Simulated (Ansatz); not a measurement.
`C[Si](N)(Cl)Cl` + H₂ → `C[SiH](N)Cl` + HCl at 700 K and 1 bar (hydrogenolysis of the Si–Cl bond).

Isolated molecules relaxed with PBE0-D4/def2-TZVP in Ansatz; ΔE leaves out vibrations. CBS: MP2 limit from def2 TZ/QZ plus the TZ coupled-cluster correction, frozen cores. This one scheme is used for every species. Each species was taken in one conformer, which may not be the lowest.

| species | CCSD(T)/CBS energy (Eh) | H − E (kJ/mol) | S (J/(mol·K)) |
| --- | --- | --- | --- |
| `C[Si](N)(Cl)Cl` | -1304.56570 | 257.3 | 484.7 |
| H₂ | -1.17544 | 46.8 | 155.3 |
| `C[SiH](N)Cl` | -845.32705 | 266.9 | 442.1 |
| HCl | -460.38127 | 38.4 | 211.8 |

H − E and S are ideal-gas, rigid-rotor, harmonic terms from PBE0-D4/def2-TZVP, for one conformer and one mirror image of each species. The MP2-based limit puts H₂ 0.8 mEh under its directly extrapolated value; such offsets cancel only in part. 1 Eh = 2625.50 kJ/mol, R = 8.31446 J/(mol·K).

Task: By hand: ΔE, ΔH, ΔS and ΔG.

Result: ΔE = (-845.32705) + (-460.38127) − (-1304.56570) − (-1.17544) = 0.03282 Eh = 86.2 kJ/mol. Δ(H − E) = 266.9 + 38.4 − 257.3 − 46.8 = 1.2, so ΔH = 87.4 kJ/mol. ΔS = 442.1 + 211.8 − 484.7 − 155.3 = 13.9 J/(mol·K). ΔG = 87.4 − 700 × (13.9)/1000 = 77.7 kJ/mol.

Task: By hand: the equilibrium constant, and the temperature at which ΔG would vanish if ΔH and ΔS stayed fixed.

Result: log₁₀ K = −ΔG/(RT ln 10) = -5.8. ΔG = 0 at ΔH/ΔS = 6288 K, far beyond where these terms or the molecules hold.

The number of gas molecules stays the same, so ΔS is small and ΔH decides. A doubt of 5 kJ/mol in ΔE shifts log₁₀ K by 0.4 here. Other conformers and mirror images would add mixing entropy, several J/(mol·K) or more a flexible species. These are equilibria of isolated gas molecules and say nothing of rates. Largest T1 diagnostic: 0.009 (customary marks: 0.02 for closed shells, 0.045 for open ones).
